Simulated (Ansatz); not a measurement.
Born–Oppenheimer molecular dynamics of C₂H₇AlOSi (12 atoms, charge 0, multiplicity 1). It starts from a relaxed structure.

Level of theory: UKS BLYP/STO-3G (Ansatz 0.2.0).

| Property | Result |
| --- | --- |
| ensemble | NVE (velocity Verlet) |
| time step | 1 fs |
| steps asked | 250 |
| starting velocities drawn for | 400 K |
| seed | 780797 |

Frames 1 fs apart, positions in Å, forces in eV/Å.

Velocities at 220.0 fs (Å/ps):

```
O -0.50 -3.45 -1.14
C 1.53 2.94 3.10
C -3.11 -0.11 2.42
Al -2.00 -2.30 0.67
Si 3.56 2.18 0.71
H 1.79 -16.91 12.23
H 3.37 5.48 -24.41
H -8.70 4.93 -21.57
H -8.02 25.07 -8.89
H -1.31 -5.98 -5.71
H 7.17 8.61 -22.60
H -13.16 0.59 -14.30
```

```xyz
12
Properties=species:S:1:pos:R:3:forces:R:3 time_fs=220.0 energy_less_start_eV=0.269 T=198
O 0.223 2.029 0.470 0.30 -0.19 -0.35
C 0.220 0.524 0.555 0.36 0.11 1.98
C -1.202 -0.220 0.259 -0.31 0.49 0.74
Al -0.416 -1.667 -0.791 -0.38 0.29 0.26
Si 1.373 -0.287 -0.770 0.45 1.36 -0.88
H -0.525 2.368 1.129 0.01 -0.67 0.10
H 0.618 0.169 1.613 -0.92 0.54 -1.19
H -1.792 -0.290 1.219 0.34 -0.48 -0.58
H -1.836 0.455 -0.375 0.35 -0.12 -0.10
H -0.878 -3.013 -1.247 -0.19 -0.47 -0.12
H 1.403 0.835 -1.760 0.19 -0.89 0.07
H 2.767 -0.523 -0.367 -0.20 0.02 0.08
12
Properties=species:S:1:pos:R:3:forces:R:3 time_fs=221.0 energy_less_start_eV=0.230 T=226
O 0.223 2.025 0.469 0.12 -0.04 -0.18
C 0.222 0.527 0.559 0.16 0.03 1.11
C -1.205 -0.220 0.261 -0.25 1.02 -0.35
Al -0.418 -1.670 -0.791 -0.37 0.29 0.21
Si 1.377 -0.284 -0.770 -0.14 1.56 -1.26
H -0.523 2.348 1.141 0.11 -0.57 0.01
H 0.617 0.177 1.582 -0.68 0.33 -0.39
H -1.800 -0.288 1.195 0.02 -0.52 0.09
H -1.842 0.480 -0.384 0.76 -0.62 0.27
H -0.881 -3.021 -1.254 -0.14 -0.32 -0.07
H 1.411 0.839 -1.782 0.15 -1.11 0.33
H 2.753 -0.523 -0.381 0.25 -0.04 0.24
12
Properties=species:S:1:pos:R:3:forces:R:3 time_fs=222.0 energy_less_start_eV=0.241 T=219
O 0.222 2.022 0.467 -0.03 0.07 -0.03
C 0.224 0.530 0.564 -0.19 0.06 -0.15
C -1.208 -0.219 0.264 0.06 1.32 -1.30
Al -0.421 -1.672 -0.790 -0.36 0.24 0.14
Si 1.381 -0.281 -0.770 -0.70 1.58 -1.48
H -0.520 2.322 1.154 0.16 -0.40 -0.05
H 0.610 0.188 1.549 -0.26 -0.02 0.77
H -1.806 -0.290 1.171 -0.33 -0.54 0.77
H -1.841 0.498 -0.391 0.95 -0.91 0.47
H -0.884 -3.032 -1.260 -0.08 -0.12 0.01
H 1.421 0.833 -1.801 0.12 -1.17 0.47
H 2.741 -0.522 -0.392 0.66 -0.11 0.38
12
Properties=species:S:1:pos:R:3:forces:R:3 time_fs=223.0 energy_less_start_eV=0.273 T=198
O 0.222 2.018 0.466 -0.16 0.15 0.10
C 0.225 0.533 0.569 -0.56 0.11 -1.47
C -1.212 -0.217 0.265 0.41 1.34 -1.75
Al -0.423 -1.674 -0.789 -0.35 0.16 0.06
Si 1.384 -0.278 -0.770 -1.07 1.40 -1.48
H -0.516 2.293 1.166 0.17 -0.19 -0.06
H 0.600 0.199 1.522 0.20 -0.40 1.95
H -1.817 -0.298 1.155 -0.53 -0.52 1.15
H -1.831 0.508 -0.393 0.91 -0.95 0.47
H -0.888 -3.045 -1.267 -0.01 0.10 0.10
H 1.431 0.816 -1.816 0.09 -1.06 0.46
H 2.736 -0.523 -0.401 0.90 -0.15 0.47
12
Properties=species:S:1:pos:R:3:forces:R:3 time_fs=224.0 energy_less_start_eV=0.254 T=214
O 0.222 2.015 0.465 -0.25 0.20 0.20
C 0.227 0.536 0.572 -0.69 0.00 -2.18
C -1.215 -0.214 0.265 0.64 1.03 -1.50
Al -0.425 -1.676 -0.788 -0.31 0.09 0.00
Si 1.387 -0.274 -0.771 -1.17 1.01 -1.25
H -0.509 2.262 1.178 0.12 0.06 -0.04
H 0.592 0.206 1.514 0.45 -0.59 2.51
H -1.832 -0.310 1.150 -0.41 -0.43 1.02
H -1.812 0.508 -0.391 0.62 -0.73 0.28
H -0.893 -3.056 -1.273 0.05 0.29 0.17
H 1.443 0.788 -1.826 0.07 -0.79 0.32
H 2.739 -0.525 -0.404 0.88 -0.14 0.47
12
Properties=species:S:1:pos:R:3:forces:R:3 time_fs=225.0 energy_less_start_eV=0.173 T=271
O 0.221 2.012 0.463 -0.33 0.24 0.29
C 0.227 0.539 0.574 -0.43 -0.42 -1.83
C -1.217 -0.210 0.264 0.76 0.42 -0.65
Al -0.428 -1.678 -0.787 -0.25 0.06 -0.04
Si 1.389 -0.270 -0.772 -1.00 0.43 -0.81
H -0.502 2.231 1.190 0.06 0.31 -0.01
H 0.588 0.208 1.531 0.32 -0.44 2.00
H -1.851 -0.327 1.155 -0.03 -0.27 0.48
H -1.788 0.502 -0.386 0.14 -0.27 -0.11
H -0.897 -3.065 -1.277 0.08 0.42 0.23
H 1.455 0.753 -1.833 0.05 -0.39 0.03
H 2.750 -0.529 -0.403 0.61 -0.09 0.41
12
Properties=species:S:1:pos:R:3:forces:R:3 time_fs=226.0 energy_less_start_eV=0.130 T=301
O 0.220 2.009 0.462 -0.40 0.28 0.38
C 0.227 0.542 0.574 0.06 -1.00 -0.76
C -1.219 -0.205 0.262 0.87 -0.37 0.41
Al -0.431 -1.680 -0.786 -0.16 0.10 -0.05
Si 1.392 -0.265 -0.774 -0.66 -0.25 -0.22
H -0.494 2.204 1.201 0.01 0.53 0.00
H 0.587 0.205 1.566 -0.03 -0.08 0.79
H -1.870 -0.346 1.164 0.42 -0.06 -0.18
H -1.762 0.493 -0.382 -0.43 0.31 -0.58
H -0.900 -3.070 -1.279 0.10 0.48 0.26
H 1.468 0.714 -1.840 0.05 0.07 -0.33
H 2.768 -0.533 -0.398 0.18 -0.01 0.29
12
Properties=species:S:1:pos:R:3:forces:R:3 time_fs=227.0 energy_less_start_eV=0.184 T=263
O 0.219 2.006 0.462 -0.48 0.32 0.48
C 0.228 0.544 0.574 0.48 -1.49 0.34
C -1.220 -0.202 0.261 0.95 -1.05 1.20
Al -0.433 -1.682 -0.786 -0.04 0.21 -0.03
Si 1.394 -0.261 -0.775 -0.29 -0.92 0.35
H -0.486 2.181 1.212 -0.03 0.71 -0.01
H 0.586 0.202 1.609 -0.35 0.26 -0.44
H -1.885 -0.366 1.171 0.76 0.16 -0.69
H -1.740 0.487 -0.384 -0.88 0.77 -0.93
H -0.903 -3.070 -1.279 0.08 0.45 0.25
H 1.481 0.676 -1.850 0.06 0.50 -0.69
H 2.787 -0.538 -0.391 -0.27 0.08 0.16
12
Properties=species:S:1:pos:R:3:forces:R:3 time_fs=228.0 energy_less_start_eV=0.268 T=203
O 0.218 2.003 0.461 -0.55 0.37 0.58
C 0.229 0.544 0.574 0.71 -1.75 1.11
C -1.221 -0.199 0.260 0.91 -1.30 1.35
Al -0.436 -1.684 -0.785 0.10 0.39 0.02
Si 1.395 -0.257 -0.777 0.02 -1.41 0.76
H -0.479 2.165 1.223 -0.03 0.82 -0.05
H 0.582 0.201 1.648 -0.51 0.46 -1.32
H -1.893 -0.384 1.173 0.88 0.35 -0.92
H -1.726 0.488 -0.394 -1.00 0.81 -0.90
H -0.904 -3.065 -1.276 0.04 0.34 0.21
H 1.495 0.642 -1.866 0.06 0.77 -0.90
H 2.804 -0.542 -0.381 -0.64 0.16 0.05
12
Properties=species:S:1:pos:R:3:forces:R:3 time_fs=229.0 energy_less_start_eV=0.303 T=176
O 0.216 2.000 0.461 -0.59 0.43 0.66
C 0.230 0.544 0.575 0.72 -1.79 1.49
C -1.220 -0.197 0.261 0.75 -1.04 0.78
Al -0.439 -1.685 -0.784 0.25 0.62 0.09
Si 1.397 -0.253 -0.778 0.21 -1.64 0.86
H -0.471 2.158 1.234 0.00 0.87 -0.11
H 0.573 0.204 1.674 -0.52 0.51 -1.77
H -1.893 -0.399 1.165 0.79 0.46 -0.83
H -1.722 0.498 -0.413 -0.76 0.41 -0.45
H -0.905 -3.058 -1.271 -0.03 0.17 0.15
H 1.509 0.616 -1.892 0.04 0.81 -0.84
H 2.814 -0.544 -0.372 -0.87 0.21 -0.03
12
Properties=species:S:1:pos:R:3:forces:R:3 time_fs=230.0 energy_less_start_eV=0.284 T=188
O 0.214 1.998 0.461 -0.60 0.49 0.69
C 0.232 0.542 0.577 0.56 -1.64 1.50
C -1.220 -0.195 0.262 0.65 -0.53 -0.26
Al -0.442 -1.687 -0.783 0.41 0.89 0.16
Si 1.399 -0.250 -0.779 0.27 -1.62 0.64
H -0.464 2.158 1.243 0.02 0.84 -0.16
H 0.559 0.212 1.683 -0.41 0.43 -1.81
H -1.885 -0.409 1.149 0.47 0.48 -0.44
H -1.726 0.511 -0.437 -0.35 -0.18 0.19
H -0.907 -3.049 -1.265 -0.10 -0.04 0.08
H 1.524 0.598 -1.925 0.00 0.64 -0.50
H 2.817 -0.544 -0.362 -0.93 0.23 -0.07
12
Properties=species:S:1:pos:R:3:forces:R:3 time_fs=231.0 energy_less_start_eV=0.253 T=210
O 0.212 1.996 0.462 -0.55 0.57 0.65
C 0.234 0.538 0.580 0.25 -1.31 1.12
C -1.218 -0.195 0.263 0.74 -0.02 -1.42
Al -0.444 -1.688 -0.782 0.56 1.14 0.22
Si 1.401 -0.248 -0.780 0.18 -1.44 0.21
H -0.457 2.167 1.251 0.04 0.76 -0.19
H 0.540 0.225 1.675 -0.19 0.24 -1.45
H -1.873 -0.415 1.129 0.01 0.41 0.17
H -1.732 0.522 -0.459 0.02 -0.68 0.74
H -0.909 -3.040 -1.258 -0.17 -0.24 0.00
H 1.539 0.585 -1.963 -0.06 0.36 -0.01
H 2.810 -0.542 -0.353 -0.82 0.21 -0.06
```

Of the whole run (250 fs, mean temperature of the second half 200 K): The conserved energy stayed within 1.4 meV per atom of its start (net change 0.66 meV per atom), so the integration is sound. The temperature averaged 0.50 of the 400 K drawn at the start: a run that starts near a minimum puts about half its kinetic energy into the potential. A run of 0.25 ps of so small a system gives no equilibrium averages. Limits of this set-up: minimal basis.

Run time: 14 min on 1 thread of Arm Neoverse V2 (shared host), peak memory 0.12 GiB.
